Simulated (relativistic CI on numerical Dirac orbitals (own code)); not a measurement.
**Transition arrays of Kr XVII**

These numbers are calculated, not measured: Dirac-Coulomb-Breit CI, KLI orbitals optimised for each configuration, a model potential for QED, valence Slater integrals scaled by 0.9, whole transition arrays (own radial code, finite nucleus).

Configurations in the expansion (outside the closed core [Ne] 3s2): 3p⁶3d², 3p⁶3d4f, 3p⁵3d³, 3p⁶3d4p, 3p⁶3d5f. Levels of other configurations are missing.

All E1 lines from the levels of 3p⁶3d²; mean and standard deviation are weighted by gf, and upper levels are sorted by their leading configuration.

```csv
Upper configuration,Lines,Σgf,Mean (eV),Mean (nm),σ (eV),Strongest line (nm)
3p⁶3d4f,81,69.4,332.11,3.733,2.88,3.733
3p⁵3d³,466,85.0,130.69,9.487,8.49,9.140
3p⁶3d4p,60,3.5,257.31,4.818,2.82,4.841
3p⁶3d5f,81,21.9,423.94,2.925,3.08,2.935
```

Σgf per state of the lower configuration in bins of 0.2 nm over the central range (centre: value): 2.9: 0.48, 3.7: 1.46, 3.9: 0.08, 4.7: 0.03, 4.9: 0.04, 8.7: 0.05, 8.9: 0.31, 9.1: 0.38, 9.3: 0.32, 9.5: 0.18, 9.7: 0.15, 9.9: 0.11, 10.1: 0.12, 10.3: 0.10, 10.5: 0.03, 10.7: 0.04.

Question: How do configuration mixing and the scaling of the Slater integrals move the arrays?

Answer: Slater scale 0.9, no configuration mixing: 3p⁶3d4f 331.8 ± 2.8 eV (Σgf 63.3), 3p⁵3d³ 130.7 ± 8.4 eV (Σgf 88.3), 3p⁶3d4p 257.3 ± 2.7 eV (Σgf 4.1), 3p⁶3d5f 423.8 ± 3.1 eV (Σgf 17.9); Slater scale 1: 3p⁶3d4f 332.4 ± 3.2 eV (Σgf 70.3), 3p⁵3d³ 133.2 ± 9.2 eV (Σgf 86.1), 3p⁶3d4p 257.3 ± 3.1 eV (Σgf 3.4), 3p⁶3d5f 424.0 ± 3.4 eV (Σgf 22.3); Slater scale 0.8: 3p⁶3d4f 331.9 ± 2.6 eV (Σgf 68.5), 3p⁵3d³ 128.2 ± 7.8 eV (Σgf 83.8), 3p⁶3d4p 257.3 ± 2.5 eV (Σgf 3.6), 3p⁶3d5f 423.8 ± 2.8 eV (Σgf 21.6). With mixing, levels are counted to their leading configuration, so an array can shrink or vanish into another, and the sums then hold other lines.
